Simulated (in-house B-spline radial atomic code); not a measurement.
Configurations of Gd2+, with energies counted from [Xe] 4f7 5d1. All numbers are computed (scalar-relativistic (X2C) HSE06, spin-polarised, spherical fractional occupations, exact exchange averaged over the configuration; Fermi nucleus of rms radius 5.1569 fm) with a radial B-spline atomic code at the basis-set limit, not measured. Shells without spins written out take the highest spin.

Occupations are held fixed; configurations that lie above the ionisation limit could autoionise.

```
                configuration  E - E(ref) (eV)  highest orbital  its <r> (bohr)
                     [Xe] 4f8         -0.25345          4f down           0.964
                 [Xe] 4f6 5d2           10.676            5d up           2.195
             [Xe] 4f6 5d1 6p1           17.278            6p up           3.854
    [Kr] 4d10 4f7 5s2 5p5 5d2           23.062            5d up           2.223
[Kr] 4d10 4f7 5s2 5p5 5d1 5f1           36.887            5f up            5.45
```

(1) Order these further configurations by energy, lowest first.
A. [Xe] 4f7 6s1
B. [Xe] 4f7 6p1
C. [Kr] 4d10 4f7 5s2 5p5 5d1 6s1
D. [Kr] 4d9 4f7 5s2 5p6 5d1 6s1
E. [Kr] 4d10 4f8 5s2 5p5 5d1

(2) Is the reference the lowest configuration at this level of theory?

Answers

(1) A (0.79925 eV), B (5.3309 eV), E (22.22 eV), C (24.735 eV), D (146.29 eV).

(2) No: [Xe] 4f8 lies 0.2535 eV lower with this functional.
